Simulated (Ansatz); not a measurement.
`[OH][Cd][F]` + HBr → `[F][Cd][Br]` + H₂O at 500 K and 1 bar (ligand exchange at a Cd–O bond).

Gas-phase electronic energies from Ansatz, PBE0-D4/def2-TZVP geometries. CCSD(T)/CBS adds triple-zeta CCSD(T) − MP2 to the extrapolated MP2 energy (def2 sets, frozen cores). This one scheme is used for every species. def2 core potentials past Kr. For Br, Cd outer-core shells are correlated without core-valence functions, which leaves a few kJ/mol of doubt a bond. Scalar relativity is left out up to krypton. Each species was taken in one conformer, which may not be the lowest.

```
      species  CCSD(T)/CBS energy (Eh)  H − E (kJ/mol)  S (J/(mol·K))
`[OH][Cd][F]`               -343.29729            64.5          320.6
          HBr              -2573.91920            30.5          213.7
`[F][Cd][Br]`              -2840.89161            32.4          322.6
          H₂O                -76.37941            73.2          206.3
```

H − E and S are ideal-gas, rigid-rotor, harmonic terms from PBE0-D4/def2-TZVP, for one conformer and one mirror image of each species. 1 Eh = 2625.50 kJ/mol, R = 8.31446 J/(mol·K).

Problem. By hand: ΔE, ΔH, ΔS and ΔG.

Solution. ΔE = (-2840.89161) + (-76.37941) − (-343.29729) − (-2573.91920) = -0.05453 Eh = -143.2 kJ/mol. Δ(H − E) = 32.4 + 73.2 − 64.5 − 30.5 = 10.6, so ΔH = -132.6 kJ/mol. ΔS = 322.6 + 206.3 − 320.6 − 213.7 = -5.4 J/(mol·K). ΔG = -132.6 − 500 × (-5.4)/1000 = -129.9 kJ/mol.

Problem. By hand: the equilibrium constant, and the temperature at which ΔG would vanish if ΔH and ΔS stayed fixed.

Solution. log₁₀ K = −ΔG/(RT ln 10) = 13.6. ΔG = 0 at ΔH/ΔS = 24556 K, far beyond where these terms or the molecules hold.

The number of gas molecules stays the same, so ΔS is small and ΔH decides. A doubt of 5 kJ/mol in ΔE shifts log₁₀ K by 0.5 here. Other conformers and mirror images would add mixing entropy, several J/(mol·K) or more a flexible species. These are equilibria of isolated gas molecules and say nothing of rates. Largest T1 diagnostic: 0.017 (customary marks: 0.02 for closed shells, 0.045 for open ones).
